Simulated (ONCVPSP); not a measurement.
# Transferability test, ONCV potential for argon (Ar)

ONCVPSP 4.0.1 input, shortened (lines: element, Z, core and valence counts, functional; n l f; lmax; l rc ep ncon nbas qcut; lloc lpopt rc5 dvloc0; l nproj debl; icmod fcfact rcfact), PBEsol, scalar-relativistic:

```
  Ar 18.00    3    2  -116133      upf
    1    0    2.00
    2    0    2.00
    2    1    6.00
    3    0    2.00
    3    1    5.50
    2
    0    0.85    0.00    3    6    8.40
    1    1.15    0.00    4    7    6.50
    2    1.05    0.15    3    7   10.80
    0    5    0.85    0.00
    0    0    3.80
    1    2    2.00
    2    2    1.80
    3    3.50    1.55
```

Energies are relative to the spin-unpolarised reference configuration 3s2 3p5.5; without spin polarisation the order of configurations can differ from experiment.

```json
{"valence configuration": "3s2 3p6", "charge": "0", "ΔE all-electron (eV)": "-6.526", "error AE − PS (meV)": "+1.2"}
{"valence configuration": "3s2 3p5", "charge": "+1", "ΔE all-electron (eV)": "9.487", "error AE − PS (meV)": "0.0"}
{"valence configuration": "3s2 3p4", "charge": "+2", "ΔE all-electron (eV)": "38.091", "error AE − PS (meV)": "+10"}
{"valence configuration": "3s2 3p2", "charge": "+4", "ΔE all-electron (eV)": "138.186", "error AE − PS (meV)": "+139"}
```
